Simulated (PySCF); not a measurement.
PySCF 2.14 output of an unrestricted wB97M-V calculation on a single atom or ion in x2c-TZVPPall (5s5p3d1f, 42 functions), with the spin-free X2C one-electron Hamiltonian (Gaussian nucleus):

```
SCF conv_tol = 1e-09
number electrons alpha = 9  beta = 6
    N. Mardirossian and M. Head-Gordon.,  J. Chem. Phys. 144, 214110 (2016)
cycle= 1 E= -341.747553434066  delta_E= -0.00783  |g|= 0.0203  |ddm|= 0.123
cycle= 2 E= -341.748008815793  delta_E= -0.000455  |g|= 0.00609  |ddm|= 0.0391
cycle= 3 E= -341.748078394554  delta_E= -6.96e-05  |g|= 0.00154  |ddm|= 0.0178
cycle= 4 E= -341.748083119621  delta_E= -4.73e-06  |g|= 0.000179  |ddm|= 0.00585
cycle= 5 E= -341.748083147352  delta_E= -2.77e-08  |g|= 6.91e-05  |ddm|= 0.000378
cycle= 6 E= -341.748083148591  delta_E= -1.24e-09  |g|= 6.22e-06  |ddm|= 6.81e-05
cycle= 7 E= -341.748083148631  delta_E= -3.97e-11  |g|= 4.44e-07  |ddm|= 1.38e-05
converged SCF energy = -341.748083148631  <S^2> = 3.7545006  2S+1 = 4.0022497
```

The run itself started from symmetry-adapted Hartree-Fock orbitals and held the occupation by maximum overlap, on a logarithmic radial grid, so the iterations belong to that start.

Which element, charge and spin multiplicity is this?

P (phosphorus, neutral), multiplicity 4; the state was [Ne] 3s1 3p4, high-spin 4P determinant (an excited configuration).
